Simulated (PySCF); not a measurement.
Arsenic: a sound run and one with changed settings

Sound run: As [Ar] 3d10 4s2 4p3, As⁺ [Ar] 3d10 4s2 4p2. All numbers are calculated (PySCF 2.14, the non-relativistic Hamiltonian (point nucleus), in def2-SVP). In the sound run the correlated levels freeze [Ar] 3d10. The sound run starts from symmetry-adapted Hartree-Fock orbitals and uses a fine grid where one is needed.

Changed run: all electrons correlated in a basis built for the valence shell.

```json
{"species": "As", "method": "MP2", "sound run (hartree)": "-2233.97328", "changed run (hartree)": "-2234.13038", "converged": "yes"}
{"species": "As⁺", "method": "MP2", "sound run (hartree)": "-2233.61327", "changed run (hartree)": "-2233.76857", "converged": "yes"}
```

Ionisation energy of As:

```csv
method,sound run (eV),changed run (eV)
UHF,9.463,9.463
MP2,9.796,9.845
SCS-MP2,9.676,9.705
```

A valence basis has no tight correlating functions, so it recovers only part of the core correlation, and not evenly between atom and ion.

For comparison, NIST gives 9.789 eV between the lowest levels.
